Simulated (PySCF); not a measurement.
## C₂H₁₃O₂PSi₃: full NMR table

* Formula: C2H13O2PSi3
* SMILES: OCCO[SiH2]P([SiH3])[SiH3]
* InChI: InChI=1S/C2H13O2PSi3/c3-1-2-4-8-5(6)7/h3H,1-2,8H2,6-7H3
* Point group of the computed structure: C1
* Carbon signals: 2
* Proton signals: 5

Bonds (- single, = double, # triple, : aromatic): O1-C2, C2-C3, C3-O4, O4-Si5, Si5-P6, P6-Si7, P6-Si8. O1 carries H9; C2 carries H10, H11; C3 carries H12, H13; Si5 carries H14, H15; Si7 carries H16, H17, H18; Si8 carries H19, H20, H21.

- shieldings: GIAO PBE0/pcSseg-1
- geometry from GFN2-xTB
- program: PySCF
- a single conformation, no solvent, averaged over atoms made equivalent by symmetry, fast rotation or ring inversion, relativity neglected

Chemical shifts δ = σref − σ; 1H (31.72 ppm) and 13C (186.93 ppm) and 29Si (349.16 ppm) vs TMS; 31P (318.38 ppm) vs H3PO4; H2O for 17O (336.08 ppm), all at this level.

| carbon | δC, type | δH (multiplicity) | HMBC from (2–3 bonds) | span of the C tensor (ppm) |
| --- | --- | --- | --- | --- |
| C2 | 65.5, CH2 | 3.96 (m) | H12/H13 | 53 |
| C3 | 68.7, CH2 | 4.06 (m) | H14/H15, H10/H11 | 50 |

Other nuclei:
| atoms | nucleus | environment | δ (ppm) | σ (ppm) |
| --- | --- | --- | --- | --- |
| H14/H15 | 1H | hydrogen on a silicon bonded to O, P | 5.43 | 26.28 |
| H16/H17/H18/H19/H20/H21 | 1H | hydrogen on a silicon bonded to P | 4.10 | 27.61 |
| H9 | 1H | hydrogen on an alcohol oxygen | 1.58 | 30.13 |
| P6 | 31P | phosphorus bonded to 3 Si | -364.0 | 682.4 |
| Si5 | 29Si | silicon bonded to O, P, 2 H | -11.1 | 360.2 |
| Si7/Si8 | 29Si | silicon bonded to P, 3 H | -83.5 | 432.7 |
| O1 | 17O | alcohol oxygen | 23.1 | 313.0 |
| O4 | 17O | oxygen bonded to C, Si | 13.9 | 322.2 |

1. δC 68.7, 65.5: sp3 CH2 bonded to O; the inductive effect lowers its shielding.
2. δH 5.43: hydrogen on a silicon bonded to O, P.
3. δH 4.10: hydrogen on a silicon bonded to P.
4. δH 4.06, 3.96: hydrogen on an sp3 CH2 bonded to O; its carbon carries O, hence the downfield position.
5. δH 1.58: hydrogen on an alcohol oxygen; labile proton, position sensitive to the medium.

OH/NH shifts are gas-phase values; hydrogen bonding in solution moves them, usually downfield. Splittings by 31P in the carbon and heteronuclear signals aren't shown, as no couplings were computed. Shifts are as computed. Against solution values, carbons near 30 ppm lie about +3 ppm off and those near 130 ppm about +5 ppm. Of 1211 compounds with measured shifts, 218 miss one by over three times the rms of a fit or turn the order of signals round; such compounds aren't used in these exercises. Experimental scales use liquid or dissolved standards, which lie at an offset from isolated H2O (liquid H2O: subtract about 36 ppm) and H3PO4. No couplings were computed; multiplicities are counted from neighbouring protons, with m where these are inequivalent, close in shift, in a saturated or five-membered ring or joined by F or P, and br s for small geminal =CH2 splittings.
